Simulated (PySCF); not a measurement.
2-chlorosilylpropan-2-ol (C3H9ClOSi), SMILES CC(C)(O)[SiH2]Cl. Atoms are numbered in the order given.

```xyz
15

C     -0.3265     1.9834     1.3163
C     -0.5484     0.6659     0.5739
C     -1.3155    -0.3476     1.4312
O     -1.2870     0.9929    -0.6158
Si     1.1354    -0.0411    -0.0263
Cl     0.6127    -1.5790    -1.3654
H     -1.3097     2.4209     1.5916
H      0.2000     2.7188     0.6758
H      0.2582     1.8323     2.2459
H     -0.7847    -0.5693     2.3798
H     -1.4540    -1.3059     0.8888
H     -2.3192     0.0603     1.6742
H     -1.3674     0.1652    -1.1325
H      1.9955    -0.6474     1.0491
H      1.9077     0.9896    -0.7948
```

Geometry: PBE-D3(BJ)/def2-SVP. One conformer was computed; it need not be the lowest.

Computed with PBE-D3(BJ)/def2-SVP in PySCF.

Frequencies are harmonic and unscaled.

```
mode  ν (cm⁻¹)  IR (km/mol)    moving atoms (share of kinetic energy)
----  --------  -----------  ----------------------------------------
1           78          1.2  Cl 25 %, C 21 %, H 20 %, Si 20 %, O 14 %
2          123          3.1   Cl 39 %, O 19 %, C 19 %, H 14 %, Si 9 %
3          201          1.8                    H 51 %, C 25 %, O 16 %
4          228          0.2                            H 79 %, C 13 %
5          245          3.4                   H 39 %, C 33 %, Cl 17 %
6          278          1.6                            H 81 %, C 10 %
7          352          1.0           Si 30 %, H 28 %, O 24 %, C 18 %
8          361         11.4           C 37 %, H 37 %, O 15 %, Si 11 %
9          425         14.2                    C 37 %, H 34 %, O 24 %
10         439        110.7                                    H 79 %
11         520         55.1                  Si 46 %, Cl 34 %, H 14 %
12         564         23.2                    H 63 %, Si 20 %, C 9 %
13         600          2.3                   H 40 %, C 38 %, Si 15 %
14         660          0.5                                    H 93 %
15         803        136.1                            H 74 %, C 13 %
16         851         82.4                    H 45 %, C 32 %, O 17 %
17         909          4.8                            H 67 %, C 31 %
18         913         86.2                                    H 95 %
19         943         27.0                    H 41 %, C 39 %, O 20 %
20         961          5.7                            H 77 %, C 23 %
21        1099         31.4                            H 51 %, C 48 %
22        1141         38.4                            C 62 %, H 31 %
23        1162          9.7                            C 64 %, H 35 %
24        1304         44.9                            H 79 %, C 17 %
25        1331         26.2                            H 71 %, C 28 %
26        1345         11.7                            H 72 %, C 27 %
27        1393          4.3                                    H 96 %
28        1409          3.6                                    H 94 %
29        1415          5.6                                    H 94 %
30        1430          5.3                                    H 96 %
31        2157        101.8                                    H 97 %
32        2189         94.8                                    H 96 %
33        2958         16.7                                    H 97 %
34        2964         16.8                                    H 97 %
35        3049         10.3                             H 91 %, C 9 %
36        3051         11.0                             H 91 %, C 9 %
37        3058         12.8                             H 91 %, C 9 %
38        3073         10.8                            H 90 %, C 10 %
39        3636         29.7                                    H 94 %
```
